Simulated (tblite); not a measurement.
C₄H₇ClSSi.
Bonds: Cl1–Si2, Si2–S3, S3–C4, C4–C5, C5–C6, C6–C7 (double), C5–C7. Hydrogens: H8, H9 on Si2; H10, H11 on C4; H12 on C5; H13 on C6; H14 on C7.

Computed geometry: GFN2-xTB, gas phase.

Question: What internal coordinates does the optimisation give?

Answer: 
```
          bond  length (Å)   order
       Cl1–Si2       2.017  single
        Si2–S3       2.143  single
         S3–C4       1.846  single
         C4–C5       1.505  single
  C5–C6, C5–C7       1.501  single
         C6=C7       1.298  double
Si2–H8, Si2–H9       1.454  single
C4–H10, C4–H11       1.089  single
        C5–H12       1.087  single
C6–H13, C7–H14       1.061  single
```

Bonds in one row agree within 0.01 Å and their mean is given. Orders are formal, as drawn. A selection of angles:
```
     angle  degrees
Cl1–Si2–S3    111.6
Cl1–Si2–H8    107.1
Cl1–Si2–H9    109.5
 S3–Si2–H8    108.5
 S3–Si2–H9    106.5
 H8–Si2–H9    113.7
 Si2–S3–C4    104.5
  S3–C4–C5    111.9
 S3–C4–H10    107.8
 S3–C4–H11    104.5
 C5–C4–H10    111.9
H10–C4–H11    109.5
  C4–C5–C6    120.2
 C4–C5–H12    113.5
  C6–C5–C7     51.2
 C6–C5–H12    118.9
  C5–C6–C7     64.4
 C5–C6–H13    144.3
 C7–C6–H13    151.3
```

Dihedral angles: Cl1–Si2–S3–C4 15° (synperiplanar); Si2–S3–C4–C5 -87° (synclinal); S3–C4–C5–C6 -79° (synclinal); C4–C5–C6–C7 -106° (anticlinal); C4–C5–C7–C6 106° (anticlinal). The mirror-image conformer, all signs reversed, is as good.

The 3-membered ring C5–C6–C7 has internal angles of 51.2° to 64.4°. Si2 (chlorine-bound silicon) is distorted tetrahedral (angles from 106.5° to 113.7°). The C–C distances run from 1.298 Å (C6=C7, drawn double) to 1.505 Å (C4–C5, drawn single), a spread of 0.207 Å. Of the pairs four or more bonds apart, Cl1···H12 is among the closest relative to their van der Waals radii: 2.87 Å, 97 % of the sum of Bondi's values. S3 (sulfur bonded to C and Si) is bent (angle 104.5°).

Point group: C1 (no symmetry element, even within 0.4 Å). GFN2-xTB frequencies show an imaginary mode (37i cm⁻¹), so the point is no minimum at that level. 3 starts were optimised and ended at 0.00, 0.57 and 0.62 kcal/mol (GFN2-xTB); the lowest of these is shown.
